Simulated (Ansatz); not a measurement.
Reaction (ligand exchange at the Si–C bond): `[SiH3][CH2][GaH][Cl]` + `C[CH2][AlH][OH]` → `C[CH2][AlH][O][SiH3]` + `[CH3][GaH][Cl]`

Program: Ansatz. Geometries: PBE0-D4/def2-TZVP. ΔE: electronic, gas phase. CBS: MP2 limit from def2 TZ/QZ plus the TZ coupled-cluster correction, frozen cores. For Ga outer-core shells are correlated without core-valence functions, which leaves a few kJ/mol of doubt a bond. Scalar relativity is left out up to krypton. One conformer a species, not always the lowest.

| level | ΔE (eV) |
| --- | --- |
| CCSD/def2-TZVPP | -1.10 |
| HF/def2-QZVPP | -1.35 |

(1) What does CCSD(T)/CBS give? (An estimate is asked.)

Largest T1 diagnostic among the species: 0.012.

Results:

(1) The calculation gave: -1.05 eV. The listed levels differ from it by -0.05, -0.30 eV.

In def2-TZVPP, CCSD(T) changes the Hartree–Fock value by +0.27 eV (the triples alone add +0.04 eV) and MP2 by +0.27 eV. Leaving LDA and LC-ωPBE aside and taking each functional with its dispersion term where it has one, the values, not all of them listed here, spread over 0.27 eV, from BHLYP-D4 to revPBE-D4.
